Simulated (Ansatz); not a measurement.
The cluster Zr₂O₆H₄, relaxed as a singlet with RKS r2SCAN-D4/def2-SVP in Ansatz, starting from the GFN2-xTB geometry. Force threshold 0.02 eV/Å.

In the def2 sets Zr takes a core potential; there is no spin–orbit coupling. The structure comes from a short search, and lower isomers may exist.

Start:

```xyz
12

Zr    0.096    0.724    0.608
Zr    0.174   -1.776   -1.358
O    -1.395   -0.079   -0.509
O    -0.709    0.783    2.315
O     1.172   -0.910    0.617
O     0.408   -1.769   -3.086
O     1.393   -0.174   -0.658
O     0.697    2.496    0.378
H    -0.280   -3.445   -0.875
H     1.401    2.802   -0.212
H    -2.295   -0.177   -0.151
H    -0.660    1.524    2.931
```

```
         step  energy (eV)  largest force component (eV/Å)  SCF passes
            1  -14900.9083                           2.528          23
            2  -14901.5872                           0.941          28
            3  -14901.7001                           0.999          28
            4  -14901.7500                           0.782          30
 5 (rejected)  -14901.7072                           3.015          28
            6  -14901.7898                           1.659          30
            7  -14901.8726                           0.651          22
            8  -14901.9152                           0.383          30
 9 (rejected)  -14901.9115                           1.196          23
           10  -14901.9293                           0.278          23
           11  -14901.9396                           0.355          22
           12  -14901.9458                           0.289          22
           13  -14901.9518                           0.167          23
           14  -14901.9524                           0.106          22
           15  -14901.9546                           0.050          24
           16  -14901.9549                           0.031          24
           17  -14901.9550                           0.023          24
18 (rejected)  -14901.9549                           0.100          24
           19  -14901.9551                           0.015          25
```

Force components are those of the run's own axes.

End:

```csv
atom,x (Å),y (Å),z (Å)
Zr1,0.1507,0.8044,0.6845
Zr2,0.0538,-1.7882,-1.2926
O3,-1.2688,-0.2085,-0.4972
O4,-0.5704,0.9894,2.4600
O5,1.2017,-0.9185,0.8325
O6,-0.0457,-1.7481,-3.0476
O7,1.4869,-0.3758,-0.5486
O8,0.6912,2.5466,0.0502
H9,-0.1541,-3.5858,-0.7157
H10,1.2910,3.1805,-0.3528
H11,-2.0444,0.1299,-0.9664
H12,-0.7919,0.9742,3.3939
```

By distances, no bond broke or formed. The bond that changes most is Zr2–O3, from 2.46 to 2.21 Å (atoms count from 1). The end is the same structure that another start reached, the lowest one found.

No frequencies were taken in this run, so the end may be a saddle point.

Run time 78 s (4 threads of Arm Neoverse V1 on a shared host).
